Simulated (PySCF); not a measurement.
BGeH6NO2, SMILES [GeH3][NH]B(O)O. Geometry: PBE-D3(BJ)/def2-SVP. This is a generated structure with no PubChem entry under its InChIKey; it may be hypothetical. One conformer was computed; it need not be the lowest.

Question: Give the equilibrium geometry at PBE-D3(BJ)/def2-SVP (PySCF confirms it by a frequency run) as bond lengths and angles, and its point group. (The exact figures need the calculation; the answer reports its results.)

Answer: One answer among several that fit: point group Cs.
Atoms: Ge1 N2 B3 O4 O5 H6 H7 H8 H9 H10 H11. Bonded distances (Å): Ge1–N2 1.861, Ge1–H6 1.550, Ge1–H7 1.550, Ge1–H8 1.553, N2–B3 1.431, N2–H9 1.020, B3–O4 1.382, B3–O5 1.386, O4–H10 0.972, O5–H11 0.971. Angles (°): N2–Ge1–H6 110.7, N2–Ge1–H7 110.7, N2–Ge1–H8 105.3, H6–Ge1–H7 110.0, H6–Ge1–H8 110.0, H7–Ge1–H8 110.0, Ge1–N2–B3 122.6, Ge1–N2–H9 116.3, B3–N2–H9 121.1, N2–B3–O4 116.8, N2–B3–O5 125.1, O4–B3–O5 118.0, B3–O4–H10 110.8, B3–O5–H11 113.1.
Charge 0, spin multiplicity 1.
